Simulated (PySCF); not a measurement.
Cartesian coordinates (Å):
```xyz
19

W      0.1247     0.1096     0.0827
N      1.1902    -1.1163     1.2752
H      0.8213    -1.4867     2.1549
H      2.0438    -1.6095     0.9975
N      0.1914     2.0377     0.6641
H      0.9671     2.6599     0.4218
H     -0.6042     2.5675     1.0319
N     -0.7887    -1.5370    -0.6343
H     -0.6313    -2.4691    -0.2423
H     -1.5995    -1.5331    -1.2601
N     -0.5542     0.7692    -1.6961
H     -0.6737     0.1879    -2.5309
H     -0.6125     1.7640    -1.9294
N      1.9876     0.3634    -0.6420
H      2.8472     0.2889    -0.0902
H      2.1711     0.7938    -1.5521
N     -1.2777     0.1418     1.5292
H     -1.2644     0.7594     2.3462
H     -1.9684    -0.6046     1.6439
```
Charge 0, spin multiplicity 1.

Question: Give the HOMO, total energy, dipole moment, HOMO–LUMO gap and charge on the central atom (Mulliken) at the level TPSSh-D3(BJ)/def2-TZVP // PBE-D3(BJ)/def2-SVP (PySCF 2.14.0).

Answer: 
```
Item                                          Value
-------------------------------------  ------------
HOMO                                       -5.47 eV
total energy                           -403.1359 Ha
dipole moment                                0.00 D
HOMO–LUMO gap                               3.88 eV
charge on the central atom (Mulliken)        1.41 e
```
